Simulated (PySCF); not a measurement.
Input of a run (PBE0-D3(BJ)/def2-SVP geometry optimisation, gas phase (PySCF 2.14.0)), started from GFN2-xTB:
```
{"job": {"xc": "PBE0", "basis": "def2-SVP", "d3": "d3bj", "grid": 2, "kind": "geom"}, "charge": 0, "multiplicity": 1}
C      3.214564     0.436493     0.062041
O      2.333172     0.395265     1.152432
C      1.200335    -0.361235     0.958939
C      0.980979    -1.106390    -0.093011
C      0.482170    -1.575525    -1.198346
C     -0.446093    -0.742426    -2.054429
C     -1.095169     0.380581    -1.241237
C     -1.932403    -0.189869    -0.089524
C     -2.007830     0.687930     1.161216
C     -0.681984     0.986322     1.875070
C      0.236442    -0.228593     2.110712
H      4.062246     1.045868     0.369645
H      2.737245     0.881382    -0.818419
H      3.554623    -0.571016    -0.203779
H      0.681111    -2.584284    -1.536685
H      0.108487    -0.321083    -2.899012
H     -1.219251    -1.397820    -2.463653
H     -1.721374     0.991765    -1.894292
H     -0.308385     1.021516    -0.844806
H     -2.952763    -0.363068    -0.441358
H     -1.522843    -1.157870     0.197950
H     -2.471997     1.644033     0.904735
H     -2.671656     0.184082     1.869400
H     -0.931686     1.430279     2.841881
H     -0.120637     1.739502     1.318993
H     -0.351717    -1.137049     2.233725
H      0.824518    -0.062366     3.014497
```

Output (energies in Eh, forces in Eh/bohr):
```
step   0  E = -464.98598400  max force = 0.023041
step   1  E = -464.98890010  max force = 0.005180
step   2  E = -464.98925337  max force = 0.003428
step   3  E = -464.98934378  max force = 0.002446
step   4  E = -464.98944966  max force = 0.000337
step   5  E = -464.98947177  max force = 0.000548
step   6  E = -464.98948455  max force = 0.000307
optimisation converged
```

Q: Summarise the run.

A: The energy falls by 9.2 kJ/mol over 7 energy and gradient evaluations, the largest force component goes from 0.0230 to 3.1e-04 Eh/bohr, and the atoms move by 0.087 Å rms after alignment. The bond that changes most is O2–C3 (ether oxygen to outer carbon of cumulated double bonds), which shortens by 0.019 Å. Bonds longer at the end by more than 0.005 Å: 18 of 27; shorter: 2. Among the angles that change most is C3–C4–C5, from 162.5° to 160.3°. The energy never rose by more than 1e-6 Eh on the way. The first step brought 83 % of the lowering.

Q: What are the final bond lengths?

A: C1–O2 1.402 Å, O2–C3 1.357 Å, C3=C4 1.324 Å, C4=C5 1.315 Å, C5–C6 1.515 Å, C6–C7 1.526 Å, C7–C8 1.534 Å, C8–C9 1.527 Å, C9–C10 1.533 Å, C10–C11 1.541 Å, C3–C11 1.502 Å, C1–H12 1.098 Å, C1–H13 1.104 Å, C1–H14 1.105 Å, C5–H15 1.099 Å, C6–H16 1.105 Å, C6–H17 1.105 Å, C7–H18 1.102 Å, C7–H19 1.102 Å, C8–H20 1.103 Å, C8–H21 1.102 Å, C9–H22 1.104 Å, C9–H23 1.104 Å, C10–H24 1.102 Å, C10–H25 1.103 Å, C11–H26 1.100 Å, C11–H27 1.101 Å. Numbering counts from 1 in the input's order; the species is `COC1=C=CCCCCCC1`.

The run used 234 basis functions and 53 SCF cycles in all. Hardware: one thread, Intel Xeon Platinum 8488C (x86_64) (shared host). Cost: 5.4 min of wall time, 1.1 GiB resident at most.

Not checked by PBE0-D3(BJ)/def2-SVP frequencies. The numbers are those of one conformer.
